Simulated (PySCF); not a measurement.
## C6H5N2O: g tensor and hyperfine couplings

C₆H₅N₂O (doublet state).
Structure used (GFN2-xTB), in Å, numbered top down from 1:
```xyz
14
C6H5N2O angstrom
C     -2.4298    0.3076    0.4500
N     -1.7779   -0.7480    0.2576
C     -0.4123   -0.7379   -0.1086
C      0.4293   -1.2957    1.0539
C      1.3233   -0.3956    1.3312
C      1.2712    0.8021    0.4412
C      2.4846    0.9119   -0.3561
N      3.4322    0.9802   -0.9892
O      0.1412    0.5496   -0.3991
H     -3.4684    0.2073    0.7267
H     -2.0234    1.3134    0.3443
H     -0.3024   -1.3941   -0.9855
H      0.2059   -2.2429    1.4958
H      1.1259    1.7416    0.9959
```

The hyperfine couplings belong to this conformer and change with its torsions.

The species is `C=N[C@@H]1C=[C][C@@H](C#N)O1` [radical].

Level of theory: UKS B3LYP, pcH-1 on C H N O, non-relativistic, mean-field spin-orbit, GIAO in PySCF. Geometry: GFN2-xTB, one conformer, isolated molecule. Couplings are sensitive to structure, and on GFN2-xTB geometries they can be far from those on DFT ones. Stability of the SCF solution: not tested.

```json
{"g1, g2, g3": "2.00176, 2.00213, 2.00261", "g_iso": "2.00216", "Form of g": "rhombic: the two nearest values differ by 43 % of g3 − g1", "⟨S²⟩": "0.7597 (exact 0.7500)"}
```

Hyperfine couplings atom by atom, in MHz; T1 to T3 are the principal values of the dipolar part:

```
atom  isotope  a_iso     T1     T2     T3  Mulliken spin population
  C1      13C    4.3   -2.9   -2.0    4.9                      0.03
  N2      14N   -1.6   -1.1    0.4    0.7                     -0.02
  C3      13C   71.8   -8.3   -7.2   15.5                      0.08
  C4      13C   18.5  -21.6    1.5   20.1                     -0.13
  C5      13C  460.9  -77.1  -55.6  132.6                      0.99
  C6      13C   72.4   -7.3   -5.8   13.1                      0.00
  C7      13C    2.4   -1.5   -0.9    2.4                      0.00
  N8      14N    0.0   -0.5    0.1    0.3                      0.00
  O9      17O   -0.8  -17.2    8.3    8.8                      0.04
 H10       1H   -1.8   -1.8   -0.5    2.3                      0.00
 H11       1H   -1.9   -1.4    0.0    1.4                      0.00
 H12       1H   -8.8   -4.1   -1.7    5.9                      0.00
 H13       1H   41.3   -6.0   -4.6   10.7                      0.02
 H14       1H    4.8   -7.0   -5.0   12.0                      0.00
```

Largest spin populations (Mulliken): C5 (+0.99), C4 (-0.13) and C3 (+0.08). C5 is the only atom above +0.15. The positive populations add up to 1.16 and the negative ones to -0.16, together 2S = 1.

Axes: g1 points within 13° of the C4–H13 bond.

Under fast tumbling the dipolar parts average out, and these isotropic splittings remain: 1 × 1H (H13, I = 1/2, 2 lines) with 1.47 mT, 1 × 1H (H12, I = 1/2, 2 lines) with 0.31 mT, 1 × 1H (H14, I = 1/2, 2 lines) with 0.17 mT, 1 × 1H (H11, I = 1/2, 2 lines) with 0.07 mT, 1 × 1H (H10, I = 1/2, 2 lines) with 0.06 mT and 1 × 14N (N2, I = 1, 3 lines) with 0.06 mT.

The 13C coupling of C5 (460.9 MHz) shows only in satellite lines or after enrichment, since that isotope makes up about 1.07 % of natural carbon.

The run took 78 s wall (grids of density and orbitals included) on one thread, Arm Neoverse V1 (aarch64), shared host with 32 logical CPUs at a one-minute load of 13, and the process peaked at 1.1 GiB of memory.
